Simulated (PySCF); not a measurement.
## Bonding in `N#CC#[C][Na]`

C3NNa.
Atom-mapped SMILES: `[N:1]#[C:2][C:3]#[C:4][Na:5]`

Structure used (PBE0-D3(BJ)/def2-TZVP), in Å, numbered top down from 1:
```xyz
5
C3NNa angstrom
N     -2.6015    0.3942   -0.7305
C     -1.4760    0.2235   -0.5168
C     -0.1486    0.0184   -0.2637
C      1.0436   -0.1647   -0.0368
Na     3.2164   -0.5050    0.3717
```

Bond orders from the PBE0/pcSseg-2 density (PySCF). Geometry: PBE0-D3(BJ)/def2-TZVP; no solvent, vibrations or thermal averaging.

Q: Where do the orders between heavy atoms depart from those drawn in the SMILES?

A: The largest departure is 0.632, at C4–Na5 (drawn single, 0.368) and C3–C4 (drawn triple, 2.369). Drawn single, order above 1.12: C2–C3 (1.147). Drawn single, order below 0.88: C4–Na5 (0.368). Drawn double or triple, more than 0.30 short of the drawn order: C3–C4 (2.369).

Q: Give the Mayer order of every bond, beside its length.

A: 
| bond | drawn as | length (Å) | Mayer order |
| --- | --- | --- | --- |
| N1–C2 | triple | 1.158 | 2.840 |
| C2–C3 | single | 1.367 | 1.147 |
| C3–C4 | triple | 1.227 | 2.369 |
| C4–Na5 | single | 2.237 | 0.368 |

By pair of heavy elements: C–C: lowest C2–C3 (1.147, 1.367 Å), highest C3–C4 (2.369, 1.227 Å).

Q: Sum the orders of all bonds at each heavy atom with more than one neighbour and set the sums beside the valence in the SMILES.

A: C2 3.987 (drawn 4), C3 3.516 (drawn 4), C4 2.737 (drawn 4). Orders between atoms that aren't bonded are not in these sums.

For a closed shell the Mayer order of atoms A and B is Σ (PS)μν (PS)νμ over the basis functions μ on A and ν on B, with P the density and S the overlap matrix.
